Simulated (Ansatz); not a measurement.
MO3 with several metals: PBE-D4/def2-TZVPD single points in Ansatz on relaxed structures, gas phase. Core potentials for Mo, W, no spin–orbit coupling. Binding counts from free atoms in the multiplicity of their measured ground term, without zero-point energy. A dash marks a value that wasn't run or was left out as unsound. The structures are stationary points that may keep the symmetry of their start. Remarks come from the PBE and PBE0 runs and from stability tests at other levels; not every state was tested. A HOMO above zero means that the electron is unbound at that level and held by the basis, or that self-interaction error raises the level; the energy of removing that electron tells which.

```
species  atoms    state             geometry  HOMO (eV)  LUMO (eV)  gap (eV)  vertical EA (eV)  binding per atom (eV)  point group (within 0.1 Å)                                                      remarks
    WO3      4  singlet     PBE-D4/def2-TZVP      -7.33      -5.56      1.77              2.88                      –                         C3v                                restricted SCF unstable in HF
   CrO3      4  singlet    PBE0-D4/def2-TZVP      -7.69      -6.14      1.55              2.97                   4.26                         C3v  restricted SCF unstable in HF, HOMO above zero (-1 doublet)
   MoO3      4  singlet  r2SCAN-D4/def2-TZVP      -7.45      -5.45      2.00              2.70                   5.03                         C3v  restricted SCF unstable in HF, HOMO above zero (-1 doublet)
```

The gap (eV) runs from 1.55 (CrO3) to 2.00 (MoO3). The vertical EA (eV) runs from 2.70 (MoO3) to 2.97 (CrO3).
